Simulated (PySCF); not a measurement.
# Ionisation energy of Kr²¹⁺ by level of theory

Kr²¹⁺ [Ne] 3s2 3p3 (4S) → Kr²²⁺ [Ne] 3s2 3p2 (3P), as a difference of total energies. All numbers are calculated (PySCF 2.14, the spin-free X2C one-electron Hamiltonian (Gaussian nucleus), in an uncontracted even-tempered set (18 s from 2.2 bohr⁻², ratio 2.5; 12 p from 2.9 bohr⁻², ratio 2.5; 5 d from 13 bohr⁻², ratio 2.7; 4 f from 20 bohr⁻², ratio 2.7)). Correlated levels: outer shells: 1s2 frozen; virtual orbitals above 40 to 60 times the deepest correlated orbital energy dropped. The calculations carry no spin-orbit coupling.

```csv
method,ionisation energy (eV)
UHF,943.89
LDA,944.62
PBE,944.74
PBE0,944.88
r2SCAN,945.45
M06-L,945.21
B2PLYP,944.73
MP2 (outer shells),944.46
SCS-MP2 (outer shells),944.21
```

How much does correlation contribute at MP2 (outer shells)?

944.46 − (943.89) = 0.57 eV, measured against UHF.

Spin-orbit coupling is strong in these open shells (close to jj coupling). The scalar numbers leave it out and a first-order estimate fails, so it can dominate the gap to the real levels.

Breit and QED terms and the two-electron picture change are absent.

For comparison: 945 ± 3 eV (semi-empirical (NIST evaluation); NIST Atomic Spectra Database, ionization energies).
